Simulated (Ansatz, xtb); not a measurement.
**Relative energy of two conformers of C3H8Zn**

Structure a is `CC[CH2][ZnH]`, a singlet and structure b is `CC[CH2][ZnH]`, a singlet. Both are isolated molecules in the gas phase, relaxed with PBE0-D3(BJ)/def2-SVP.

a (Å):

```xyz
12

C    -1.1032    0.9902   -1.1442
C    -0.0585   -0.1135   -1.2139
C     1.2885    0.3590   -1.7593
Zn    2.0928    1.8477   -0.7714
H    -1.2739    1.4400   -2.1361
H    -0.7827    1.8050   -0.4699
H    -2.0728    0.6224   -0.7743
H    -0.4560   -0.9380   -1.8350
H     0.0733   -0.5481   -0.2070
H     1.1721    0.6771   -2.8128
H     2.0094   -0.4779   -1.7839
H     2.7537    3.0207    0.0050
```

b (Å):

| atom | x (Å) | y (Å) | z (Å) |
| --- | --- | --- | --- |
| C | -0.6336 | 0.8633 | -0.3702 |
| C | 0.0816 | -0.3027 | -1.0395 |
| C | 1.5650 | -0.3975 | -0.6791 |
| Zn | 2.5388 | -1.8763 | -1.5087 |
| H | -0.1729 | 1.8238 | -0.6534 |
| H | -1.6992 | 0.9078 | -0.6471 |
| H | -0.5752 | 0.7843 | 0.7277 |
| H | -0.4351 | -1.2410 | -0.7684 |
| H | -0.0374 | -0.2130 | -2.1344 |
| H | 1.6753 | -0.4812 | 0.4188 |
| H | 2.0733 | 0.5478 | -0.9483 |
| H | 3.3161 | -3.0497 | -2.1656 |

Energies in hartree; the thermal terms are from PBE0-D3(BJ)/def2-SVP harmonic frequencies (ideal gas, rigid rotor, one conformer each, 298.15 K, 1 atm) and include the zero-point energy:

|  | a | b |
| --- | --- | --- |
| E, CCSD(T)/def2-SVP | −1896.571258 | −1896.571204 |
| E, MP2/def2-SVP | −1896.524545 | −1896.524534 |
| E, MP2/def2-TZVPP | −1897.461087 | −1897.460969 |
| zero-point energy | 0.098941 | 0.098939 |
| H(298 K) − E | 0.106085 | 0.106144 |
| G(298 K) − E | 0.068761 | 0.068859 |

Problem. Correct the CCSD(T) difference for the basis set by the MP2 change, then work out ΔE, ΔE₀, ΔH and ΔG for a → b in kJ/mol (1 Eh = 2625.50 kJ/mol) and the equilibrium ratio [b]/[a].

Solution. 1. Differences b − a: CCSD(T) +0.000054, MP2 in the small set +0.000011, MP2 in the large set +0.000118 Eh.
2. ΔE = +0.000054 + (+0.000118 − (+0.000011)) = +0.000161 Eh = +0.42 kJ/mol.
3. ΔE₀ = ΔE + ΔZPE = +0.000161 + (−0.000002) Eh = +0.42 kJ/mol.
4. ΔH = ΔE + (+0.000059) Eh = +0.58 kJ/mol.
5. ΔG = ΔE + (+0.000098) Eh = +0.68 kJ/mol, so ΔS = (ΔH − ΔG)/T = −0.3 J/(mol K).
6. kT = 0.9442 mEh, so K = [b]/[a] = exp(−ΔG/kT) = exp(−0.27) ≈ 0.76.

The two are too close for this level to say which is favoured. An error of 4 kJ/mol in ΔG would change K by a factor of 5. Mirror images and further conformers aren't counted.

Other levels gave ΔE = +1.3 (PBE0-D3(BJ)/def2-SVP); −1.1 (HF/def2-SVP); 0.0 (MP2/def2-SVP); +0.1 (CCSD(T)/def2-SVP) kJ/mol. The correlated steps freeze 8 core orbitals; the last core shell of Zn is correlated, in a basis made for valence electrons. Programs: Ansatz 0.2.0.
